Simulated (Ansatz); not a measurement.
Steps of a relaxation of CH$_{2}$AlFOSeSi, SMILES `O=[C]1[AlH][Se][SiH]1F` with RKS PBE0-D4/def2-TZVP.

```sh
$ ansatz run in.yaml --threads 4 --pin off --events-out ev --progress --plain --max-ram 10444MiB
```

```yaml
crystal:
  periodic: [false, false, false]
  atoms:
    - {symbol: O, position_ang: [-0.423230, -1.036409, 2.037304]}
    - {symbol: C, position_ang: [-0.050140, -0.571064, 0.984543]}
    - {symbol: Al, position_ang: [1.682573, -0.595976, -0.162974]}
    - {symbol: Se, position_ang: [0.642605, 0.741025, -1.798012]}
    - {symbol: Si, position_ang: [-1.082439, 0.572514, -0.286689]}
    - {symbol: F, position_ang: [-1.482711, 2.030277, 0.358549]}
    - {symbol: H, position_ang: [3.151079, -1.225114, -0.291564]}
    - {symbol: H, position_ang: [-2.345639, 0.027746, -0.896857]}
basis:
  gaussian: {orbitals: def2-TZVP}
hamiltonian: {xc: pbe0, dispersion: d4}
relax: {f_tol: 0.005, max_steps: 150}
```

Positions (Å) and forces (eV/Å) along the path, 12 of 12 steps:

```xyz
8
step=1 energy=-85643.2201 eV
O    -0.423   -1.036    2.037    0.389    0.485   -1.110
C    -0.050   -0.571    0.985   -0.322   -0.284    0.743
Al    1.683   -0.596   -0.163   -0.099    0.054   -0.121
Se    0.643    0.741   -1.798   -0.197   -0.173    0.458
Si   -1.082    0.573   -0.287   -0.172    0.889    0.305
F    -1.483    2.030    0.359    0.344   -1.202   -0.515
H     3.151   -1.225   -0.292   -0.250    0.099    0.077
H    -2.346    0.028   -0.897    0.308    0.133    0.163
8
step=2 energy=-85643.2728 eV
O    -0.411   -1.028    2.009    0.031    0.034   -0.074
C    -0.045   -0.565    0.967   -0.053    0.010   -0.024
Al    1.668   -0.591   -0.176   -0.048   -0.005    0.049
Se    0.626    0.736   -1.783   -0.010    0.010   -0.045
Si   -1.075    0.568   -0.290   -0.168    0.636    0.394
F    -1.462    2.008    0.359    0.201   -0.739   -0.334
H     3.122   -1.216   -0.261   -0.029    0.020    0.005
H    -2.331    0.030   -0.881    0.076    0.033    0.028
8
step=3 energy=-85643.2849 eV
O    -0.415   -1.028    2.012   -0.050   -0.058    0.110
C    -0.051   -0.570    0.968    0.063    0.106   -0.187
Al    1.653   -0.584   -0.175    0.039   -0.033    0.006
Se    0.620    0.736   -1.794    0.019   -0.032    0.029
Si   -1.065    0.567   -0.285   -0.098    0.095    0.052
F    -1.440    1.985    0.354    0.024   -0.049   -0.004
H     3.107   -1.200   -0.257    0.024   -0.002    0.002
H    -2.316    0.036   -0.877   -0.021   -0.027   -0.009
8
step=4 energy=-85643.2860 eV
O    -0.414   -1.025    2.000   -0.017   -0.025    0.050
C    -0.049   -0.562    0.958   -0.012    0.006   -0.019
Al    1.663   -0.591   -0.175   -0.024    0.012    0.000
Se    0.620    0.729   -1.788    0.007    0.017   -0.053
Si   -1.075    0.573   -0.284    0.062   -0.072   -0.010
F    -1.445    1.985    0.359   -0.015    0.068    0.031
H     3.120   -1.204   -0.253    0.001    0.003    0.003
H    -2.327    0.038   -0.873   -0.003   -0.008   -0.001
8
step=5 energy=-85643.2865 eV
O    -0.417   -1.027    2.003   -0.007   -0.009    0.013
C    -0.050   -0.564    0.961    0.001    0.011   -0.025
Al    1.659   -0.589   -0.176   -0.003    0.000    0.004
Se    0.620    0.730   -1.792   -0.003   -0.003   -0.007
Si   -1.071    0.572   -0.285    0.008   -0.007    0.009
F    -1.442    1.987    0.359    0.002    0.008    0.004
H     3.117   -1.201   -0.253    0.001    0.003    0.002
H    -2.324    0.036   -0.872    0.001   -0.003    0.000
8
step=6 energy=-85643.2865 eV rejected
O    -0.417   -1.034    1.999   -0.031   -0.015    0.020
C    -0.055   -0.568    0.958    0.077    0.012   -0.023
Al    1.660   -0.589   -0.178   -0.038   -0.003    0.025
Se    0.614    0.718   -1.799    0.004    0.006   -0.010
Si   -1.071    0.571   -0.284   -0.026   -0.013   -0.023
F    -1.431    1.988    0.360    0.006    0.020    0.013
H     3.122   -1.189   -0.243    0.009   -0.001   -0.004
H    -2.329    0.045   -0.869   -0.001   -0.006    0.001
8
step=7 energy=-85643.2866 eV
O    -0.419   -1.032    2.000   -0.008   -0.004    0.004
C    -0.052   -0.565    0.960    0.015    0.001   -0.010
Al    1.659   -0.589   -0.176   -0.005    0.002    0.005
Se    0.617    0.724   -1.796   -0.003   -0.003   -0.001
Si   -1.071    0.572   -0.284   -0.005    0.001   -0.002
F    -1.436    1.988    0.359    0.004    0.002    0.001
H     3.119   -1.194   -0.249    0.001    0.001    0.001
H    -2.326    0.039   -0.869    0.000   -0.001    0.002
8
step=8 energy=-85643.2867 eV
O    -0.424   -1.038    1.994    0.005   -0.016    0.020
C    -0.051   -0.565    0.959   -0.011    0.021   -0.024
Al    1.661   -0.584   -0.174   -0.010   -0.003    0.000
Se    0.613    0.717   -1.801    0.007   -0.002    0.003
Si   -1.070    0.572   -0.284    0.006   -0.013    0.001
F    -1.429    1.990    0.359    0.002    0.009    0.002
H     3.121   -1.190   -0.245    0.008    0.003    0.000
H    -2.328    0.041   -0.864   -0.007    0.001   -0.001
8
step=9 energy=-85643.2869 eV
O    -0.430   -1.053    1.986    0.006   -0.004   -0.002
C    -0.055   -0.570    0.956    0.004    0.002    0.007
Al    1.660   -0.584   -0.174   -0.010    0.004    0.003
Se    0.606    0.700   -1.811    0.003   -0.007    0.004
Si   -1.071    0.571   -0.284   -0.004    0.002   -0.008
F    -1.409    1.995    0.357   -0.001   -0.001    0.002
H     3.129   -1.169   -0.233    0.004   -0.001   -0.002
H    -2.339    0.051   -0.852   -0.003    0.005   -0.004
8
step=10 energy=-85643.2869 eV
O    -0.432   -1.059    1.983    0.005    0.004   -0.012
C    -0.056   -0.571    0.956    0.002   -0.006    0.021
Al    1.660   -0.583   -0.172   -0.003    0.004   -0.005
Se    0.602    0.690   -1.815    0.002   -0.001    0.006
Si   -1.071    0.571   -0.284   -0.007    0.000   -0.019
F    -1.402    1.997    0.357    0.002   -0.002    0.002
H     3.133   -1.159   -0.230   -0.001   -0.002    0.002
H    -2.343    0.058   -0.852   -0.001    0.003    0.004
8
step=11 energy=-85643.2869 eV
O    -0.432   -1.063    1.981    0.002    0.004   -0.009
C    -0.056   -0.571    0.955    0.002   -0.005    0.012
Al    1.661   -0.581   -0.172   -0.001    0.001    0.001
Se    0.600    0.686   -1.817   -0.001    0.001    0.001
Si   -1.072    0.571   -0.285   -0.004   -0.005   -0.005
F    -1.397    1.997    0.357    0.002    0.002    0.001
H     3.135   -1.156   -0.226   -0.002    0.000    0.000
H    -2.347    0.061   -0.849    0.002    0.002    0.000
8
step=12 energy=-85643.2870 eV
O    -0.432   -1.064    1.981    0.001    0.001   -0.002
C    -0.055   -0.572    0.955   -0.002    0.000    0.001
Al    1.661   -0.580   -0.171    0.001    0.000   -0.001
Se    0.600    0.685   -1.818    0.000   -0.002    0.001
Si   -1.072    0.570   -0.285    0.000   -0.002   -0.003
F    -1.396    1.997    0.357   -0.001    0.003    0.004
H     3.134   -1.155   -0.226    0.000    0.000    0.000
H    -2.347    0.062   -0.850    0.001   -0.001    0.000
```

Hardware: 4 threads of an Arm Neoverse V1 on a shared host. Wall time 80 s, peak host memory 0.78 GiB.
